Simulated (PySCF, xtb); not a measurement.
Sn(Cl)(NMe2) (C2H6ClNSn), SMILES [Cl][Sn][N](C)C (connectivity only; charge and spin as stated), neutral, multiplicity 1. Other conformers were not sampled.

Harmonic wavenumbers (cm⁻¹) from GFN2-xTB (xtb 6.7.1) at its own minimum, in rising order: 65, 100, 177, 207, 228, 289, 311, 324, 487, 971, 1048, 1083, 1121, 1167, 1230, 1408, 1419, 1463, 1474, 1492, 1504, 2897, 2901, 2922, 2928, 2954, 3024.

**Question.** What does B3LYP-D3(BJ)/def2-SVP in PySCF give at its own minimum? (The exact figures need the calculation; the answer reports its results.)

**Answer.** 80, 136, 194, 245, 250, 302, 308, 334, 523, 979, 1081, 1102, 1150, 1225, 1271, 1428, 1443, 1452, 1467, 1471, 1494, 2956, 2963, 3007, 3013, 3068, 3135. Paired by order, the mean absolute difference is 37 cm⁻¹ and the zero-point energies are 50.3 and 51.6 kcal/mol.
